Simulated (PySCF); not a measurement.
## Solvent effects on NMR parameters

Geometry (Å), atoms numbered from 1 in this order:
```xyz
15

C    -2.4213   -0.4158   -0.7269
S    -1.8101   -0.5574    0.9660
C    -0.0676   -0.1149    0.7698
C     0.7076   -1.0727   -0.1164
S     2.4792   -0.6279   -0.2053
Si    2.1244    1.4693   -0.5115
S     0.0925    1.6294    0.1727
H    -2.1077    0.5435   -1.1647
H    -3.5176   -0.4364   -0.6585
H    -2.0925   -1.2482   -1.3652
H     0.3302   -0.1550    1.7956
H     0.6634   -2.0854    0.3118
H     0.2810   -1.1042   -1.1297
H     2.2209    1.9224   -1.9310
H     3.1111    2.2467    0.2923
```

GIAO PBE0/pcSseg-1 in PySCF 2.14 on one PBE0-D3(BJ)/def2-SVP conformer, non-relativistic, equivalent nuclei averaged. Solvents enter as an IEF-PCM continuum (chloroform with ε = 4.7, dimethylsulfoxide with ε = 46.8) around the gas-phase geometry. Shifts are referred to TMS, CS2 computed in the same medium.

Gas phase, δ in ppm: C3 65.6, C4 43.8, C1 12.4, S2 -19.5, S7 -122.7, S5 -136.7, Si6 5.4, H14 5.48, H15 5.47, H11 4.10, H12 2.68, H13 2.66, H8/H9/H10 2.15. Dipole moment 1.51 D.

Q: How does each δ change in the continuum?

A: 
```csv
atoms,environment,"Δδ, chloroform","Δδ, dimethylsulfoxide"
C3,sp3 CH bonded to 2 S,+0.4,+0.6
C4,sp3 CH2 bonded to S,+0.4,+0.5
C1,methyl carbon bonded to S,+0.5,+0.7
S2,sulfide sulfur,-5.6,-7.8
S7,"sulfur bonded to C, Si, in a 5-membered ring",-4.8,-6.7
S5,"sulfur bonded to C, Si, in a 5-membered ring",-6.4,-8.7
Si6,"silicon bonded to 2 S, 2 H, in a 5-membered ring",+0.4,+0.6
H14,"hydrogen on a silicon bonded to 2 S, in a 5-membered ring",0.00,+0.01
H15,"hydrogen on a silicon bonded to 2 S, in a 5-membered ring",+0.01,+0.01
H11,hydrogen on an sp3 CH bonded to 2 S,+0.15,+0.20
H12,hydrogen on an sp3 CH2 bonded to S,+0.17,+0.23
H13,hydrogen on an sp3 CH2 bonded to S,+0.18,+0.28
H8/H9/H10,hydrogen on a methyl carbon bonded to S,+0.10,+0.14
```

Changes are relative to the gas phase. The dipole moment becomes 1.87 D in chloroform, 2.06 D in dimethylsulfoxide.

Q: Which of the listed nuclei move most (in ppm), and what does the model miss?

A: S5 (sulfur bonded to C, Si, in a 5-membered ring, -8.7 ppm) in dimethylsulfoxide. A continuum only polarises the solute; specific hydrogen bonds, the anisotropy of aromatic solvents and changes of geometry or conformer are outside it.
